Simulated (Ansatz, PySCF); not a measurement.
S₄, SMILES S1SSS1.

Coordinates come from a B3LYP-D3(BJ)/def2-SVP optimisation.

Vertical ionisation energy (IE) and electron affinity (EA) in eV. Rows of orbital energies are one-electron estimates. Where ΔSCF, EOM or ADC give a negative EA the extra electron is unbound and the value depends on the basis.

```tsv
level	IE	EA
−ε(HOMO), −ε(LUMO), M06-2X/def2-TZVPD (PySCF)	7.50	2.27
−ε(HOMO), −ε(LUMO), PBE/def2-TZVPD (PySCF)	(withheld)	(withheld)
ADC(2)/aug-cc-pVDZ (PySCF)	7.68	1.55
ΔSCF, CAM-B3LYP/def2-SVPD (Ansatz), final states of multiplicity 2 and 2	8.67	1.46
ΔSCF, PBE/def2-SVPD (Ansatz), final states of multiplicity 2 and 2	8.19	1.64
```

### Question
Fill in the missing entries. (The exact figures need the calculation; the answer reports its results.)

### Answer

- −ε(HOMO), −ε(LUMO), PBE/def2-TZVPD (PySCF), IE: 5.25
- −ε(HOMO), −ε(LUMO), PBE/def2-TZVPD (PySCF), EA: 4.09

### Question
What vertical singlet–triplet gap does ΔSCF give with CAM-B3LYP/def2-SVPD (Ansatz, an electronic-structure program) and with PBE/def2-SVPD (Ansatz)? (An estimate is asked for; the answer gives what the named calculation found.)

### Answer
1.53 and 0.92 eV (triplet above singlet where positive).

### Question
Beyond the first one, list the lowest photoelectron lines from ADC(2)/aug-cc-pVDZ in PySCF with their pole strengths (two spins summed). (Estimate from the structure and the level; the computed values follow.)

### Answer
9.01 eV (1.74), 9.01 eV (1.74), 11.61 eV (1.74), 11.61 eV (1.74), 11.93 eV (1.67).
